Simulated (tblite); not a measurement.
Run record: molecular-dynamics run, 3-chlorocyclohexene (`Cl[C@H]1C=CCCC1`).

Computed with GFN2-xTB (tblite), gas phase: Langevin dynamics at 200 K from the optimised GFN2-xTB geometry, time step 0.5 fs, friction 0.01 fs⁻¹, 2000 steps. A driver script takes a list of jobs; this job's settings line and coordinates (Å) are shown. «temperature» is in K, «steps» counts time steps and «every» is the stride of the printed frames; «frames» go on to single points.

Command:
```bash
OMP_NUM_THREADS=1 python probes_run.py task.json out
```

Input:
```
{"job": {"kind": "md", "xc": "GFN2-xTB", "basis": "xTB", "temperature": 200, "steps": 2000, "every": 50, "frames": 5}, "charge": 0, "multiplicity": 1}
Cl    -2.165431    -0.221848     1.584278
C     -1.426201     0.342803     0.025940
C     -0.458477     1.428796     0.346834
C      0.854394     1.254322     0.319428
C      1.513188    -0.036274    -0.049929
C      0.533622    -1.204216     0.026277
C     -0.767072    -0.833173    -0.677509
H     -2.272016     0.725293    -0.550998
H     -0.887933     2.376322     0.637911
H      1.514532     2.078428     0.551781
H      2.365591    -0.211807     0.610345
H      1.907932     0.054217    -1.068109
H      0.969640    -2.093787    -0.431148
H      0.316844    -1.431114     1.071461
H     -0.556314    -0.535474    -1.708179
H     -1.449896    -1.683544    -0.699793
```

Problem. What does the run print? One trajectory will do; the random numbers aren't given.

Solution. 
```
t/fs     T/K      E/eV
    0.0   162.6   -598.07917
   25.0   108.0   -597.90697
   50.0    76.8   -597.75275
   75.0   120.2   -597.86698
  100.0   162.1   -597.92183
  125.0   116.7   -597.83081
  150.0   154.6   -597.89110
  175.0   143.5   -597.75408
  200.0   169.1   -597.82024
  225.0   146.8   -597.68888
  250.0   202.7   -597.86358
  275.0   148.0   -597.81390
  300.0   156.6   -597.71486
  325.0   214.0   -597.77307
  350.0   264.5   -597.73675
  375.0   218.1   -597.70372
  400.0   220.7   -597.67644
  425.0   242.1   -597.67748
  450.0   218.2   -597.61347
  475.0   282.2   -597.69054
  500.0   219.7   -597.67714
  525.0   251.7   -597.63242
  550.0   250.5   -597.65243
  575.0   277.0   -597.64591
  600.0   309.8   -597.66588
  625.0   324.4   -597.77731
  650.0   163.0   -597.66423
  675.0   206.5   -597.63926
  700.0   232.0   -597.71947
  725.0   207.9   -597.67710
  750.0   191.6   -597.69372
  775.0   142.1   -597.61124
  800.0   154.7   -597.60718
  825.0   174.2   -597.76036
  850.0   133.6   -597.80645
  875.0   146.6   -597.87459
  900.0   160.1   -597.64843
  925.0   250.9   -597.79075
  950.0   205.7   -597.66281
  975.0   229.1   -597.69830
 1000.0   200.8   -597.71586
```

E is the potential energy; T comes from the kinetic energy over all 3N coordinates.

Problem. Sum up the printed frames.

Solution. 41 frames over 1000 fs. T runs from 77 K (50 fs) to 324 K (625 fs), with a mean of 194 K over all frames and 211 K from 500 fs on. E starts at -598.079 eV, peaks 0.472 eV above that at 800 fs, and averages 0.383 eV above it from 500 fs on.

Problem. Give the last frame.

Solution. 0.10 Å rms from the start after alignment:
```
atom  x, y, z in Å  |  force x, y, z in eV/Å
Cl1    -1.511   -0.775    2.575   -0.212   0.183  -0.352
C2     -1.659    0.320    1.082    0.476  -1.702  -0.630
C3     -0.725    1.405    1.339    0.354   0.427  -0.343
C4      0.455    1.452    0.729    0.041  -0.481   0.189
C5      0.956    0.495   -0.320    0.932   1.211   0.241
C6      0.250   -0.788   -0.217   -1.086  -0.202   0.102
C7     -1.241   -0.503   -0.148   -0.214  -0.558   0.685
H8     -2.707    0.540    1.000   -0.420   0.402   0.228
H9     -1.089    2.103    2.071    0.426   0.349   0.165
H10     1.204    2.145    0.983    0.372   1.105   0.388
H11     2.057    0.365   -0.277   -0.467   0.138   0.272
H12     0.767    0.981   -1.264   -0.140   0.185  -0.666
H13     0.407   -1.410   -1.054    0.364  -0.761  -1.140
H14     0.597   -1.306    0.632    0.236  -0.708   1.260
H15    -1.457    0.022   -1.060   -0.553   0.444  -0.292
H16    -1.793   -1.442   -0.131   -0.107  -0.030  -0.107
```

Hardware: one thread, Intel Xeon Platinum 8488C (x86_64), no GPU, shared host. Cost: 12 s wall, 0.18 GiB resident at most.
